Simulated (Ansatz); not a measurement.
`[F][Sn]([Cl])([Cl])[Br]` + H–F → `[F][Sn]([F])([Cl])[Br]` + HCl at 500 K and 1 bar (ligand exchange at the Sn–Cl bond).

Program: Ansatz. Geometries: PBE0-D4/def2-TZVP. ΔE: electronic, gas phase. CCSD(T)/CBS is the MP2 limit (def2-TZVPP, def2-QZVPP) plus CCSD(T) − MP2 in def2-TZVPP, frozen cores. This one scheme is used for every species. Elements past krypton have def2 core potentials. For Br, Sn outer-core shells are correlated without core-valence functions, which leaves a few kJ/mol of doubt a bond. Scalar relativity is left out up to krypton.

| species | CCSD(T)/CBS energy (Eh) | H − E (kJ/mol) | S (J/(mol·K)) |
| --- | --- | --- | --- |
| `[F][Sn]([Cl])([Cl])[Br]` | -3806.86426 | 56.5 | 441.3 |
| H–F | -100.39570 | 39.4 | 188.7 |
| `[F][Sn]([F])([Cl])[Br]` | -3446.86348 | 57.4 | 429.4 |
| HCl | -460.38127 | 32.5 | 201.9 |

H − E and S are ideal-gas, rigid-rotor, harmonic terms from PBE0-D4/def2-TZVP. 1 Eh = 2625.50 kJ/mol, R = 8.31446 J/(mol·K).

Task: By hand: ΔE, ΔH, ΔS and ΔG.

Result: ΔE = (-3446.86348) + (-460.38127) − (-3806.86426) − (-100.39570) = 0.01521 Eh = 39.9 kJ/mol. Δ(H − E) = 57.4 + 32.5 − 56.5 − 39.4 = -6.0, so ΔH = 33.9 kJ/mol. ΔS = 429.4 + 201.9 − 441.3 − 188.7 = 1.3 J/(mol·K). ΔG = 33.9 − 500 × (1.3)/1000 = 33.2 kJ/mol.

Task: By hand: the equilibrium constant, and the temperature at which ΔG would vanish if ΔH and ΔS stayed fixed.

Result: log₁₀ K = −ΔG/(RT ln 10) = -3.5. ΔG = 0 at ΔH/ΔS = 26077 K, far beyond where these terms or the molecules hold.

The number of gas molecules stays the same, so ΔS is small and ΔH decides. A doubt of 5 kJ/mol in ΔE shifts log₁₀ K by 0.5 here. These are equilibria of isolated gas molecules and say nothing of rates. Largest T1 diagnostic: 0.012 (customary marks: 0.02 for closed shells, 0.045 for open ones).
